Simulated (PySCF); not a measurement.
Electronic absorption of C4H4O3Si

Compound: C4H4O3Si.
Cartesian coordinates in Å at the GFN2-xTB level; atoms count from 1:
```xyz
12
C4H4O3Si angstrom
O      2.0617    1.6968   -0.0676
C      1.6691    0.5574   -0.1314
O      2.4799   -0.4846   -0.3110
C      0.2481    0.1679   -0.0180
C     -0.8093    0.9882    0.1751
Si    -2.1426   -0.3726    0.1946
C     -0.3849   -1.1826   -0.0780
O      0.0890   -2.2733   -0.2333
H      3.4036   -0.1970   -0.3800
H     -0.7437    2.0598    0.2704
H     -2.7942   -0.5993    1.4787
H     -3.0753   -0.3614   -0.9255
```

Method used: PySCF 2.14.0, density-fitted response routines, TDDFT CAM-B3LYP/def2-SVPD, vertical, gas phase, core orbitals frozen in the response. GFN2-xTB frequencies show an imaginary mode (25i cm⁻¹), so this geometry is no minimum at that level.

**Question.** List the vertical singlet excitations with oscillator strengths and describe the spectrum.

**Answer.** 

```tsv
state	λ (nm)	E (eV)	f	symmetry	main configurations (H = HOMO, L = LUMO)
S1	398.4	3.11	0.0004	–	H→L (80%), H→L+1 (18%)
S2	288.7	4.30	0.0024	A″	H→L+1 (70%), H→L (16%), H-2→L (9%)
S3	244.8	5.06	0.0002	–	H-2→L (72%), H-2→L+1 (12%)
S4	222.6	5.57	0.0010	–	H→L+2 (59%), H-1→L (35%)
S5	210.5	5.89	0.0028	A″	H-4→L (92%)
S6	205.1	6.05	0.237	A′	H-1→L (58%), H→L+2 (31%)
S7	189.6	6.54	0.015	A′	H→L+3 (68%), H→L+4 (12%), H→L+5 (12%)
S8	180.9	6.85	0.184	A′	H-1→L+1 (60%), H-3→L (28%)
```

Triplets (Tamm–Dancoff): T1 2.68 eV, H→L (64%), H→L+1 (32%); T2 3.65 eV, H-1→L (92%); T3 3.93 eV, H→L+1 (53%), H→L (28%), H-2→L (13%).

The lowest singlet lies at 3.11 eV (398 nm, visible) and is dark (f under 0.0005); its leading configuration is HOMO→LUMO (80%). The most intense listed level is S6 at 6.05 eV (205 nm, f = 0.237), 2.93 eV above S1. Löwdin shares by element: HOMO oxygen 45% or more, carbon 28% or more, silicon 14%; LUMO carbon 63% or more, oxygen 8% or more (atoms not listed hold the other 29%). Of the 8 states listed, 3 reach f = 0.01 and 2 stay under 0.0005. The oscillator strengths of these states sum to 0.443; summed over the whole spectrum of an exact calculation they would give the number of electrons, 66 (Thomas–Reiche–Kuhn). Orbital energies (eV): HOMO-3 -11.28, HOMO-2 -10.26, HOMO-1 -10.15, HOMO -8.38, LUMO -1.40, LUMO+1 -0.01, LUMO+2 0.42. S1 lies in the visible range (380 to 750 nm), at 398 nm, dark in the vertical dipole picture (f under 0.0005); light of that wavelength is violet, and its complementary colour is yellow-green; a Tamm–Dancoff triplet lies at 462 nm, without intensity as long as spin–orbit coupling is left out. Symmetry labels in Cs follow from the direction of the transition dipole and are given only for states with f of 0.002 or more. The window holds the lowest 8 singlets.

The run took 74 s of wall time on one thread, Arm Neoverse N1 (aarch64), no GPU, shared host, and the process peaked at 0.92 GiB of memory.

One conformer stands for the species.
